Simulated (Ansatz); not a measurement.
`C[S][AlH][GeH3]` and `[BH2][AlH][S]C` differ in one atom or group.

Ansatz, PBE0-D4/def2-TZVP geometries, multiplicity 1. Each molecule was computed in one conformer, which needn't be the lowest.

Scalar relativity is left out up to krypton.

```csv
property,`C[S][AlH][GeH3]`
size of the dipole moment (B3LYP/def2-TZVPP) / D,1.14
HOMO energy (ωB97M-V/def2-TZVPP) / eV,-9.45
HOMO–LUMO gap (PBE0/def2-TZVPP) / eV,5.64
LUMO energy (PBE0/def2-TZVPP) / eV,-1.65
LUMO energy (B3LYP/def2-TZVPP) / eV,-1.80
HOMO–LUMO gap (ωB97M-V/def2-TZVPP) / eV,9.46
```

Give the same properties after the change, and the shifts. (An estimate is asked.)

The calculation gave: 
| property | `[BH2][AlH][S]C` | shift |
| --- | --- | --- |
| size of the dipole moment (B3LYP/def2-TZVPP) / D | 1.76 | 0.62 |
| HOMO energy (ωB97M-V/def2-TZVPP) / eV | -9.27 | 0.18 |
| HOMO–LUMO gap (PBE0/def2-TZVPP) / eV | 4.56 | -1.08 |
| LUMO energy (PBE0/def2-TZVPP) / eV | -2.55 | -0.90 |
| LUMO energy (B3LYP/def2-TZVPP) / eV | -2.72 | -0.92 |
| HOMO–LUMO gap (ωB97M-V/def2-TZVPP) / eV | 8.68 | -0.78 |

With PBE0 the HOMO rises by 0.18 eV and the LUMO falls by 0.90 eV, so the gap narrows by about 1.08 eV. PBE moves the HOMO by 0.18 eV and ωB97M-V by 0.18 eV. Dipoles are sizes alone; their direction can turn.

B3LYP here is the variant with VWN-RPA as its local correlation; programs differ in this.
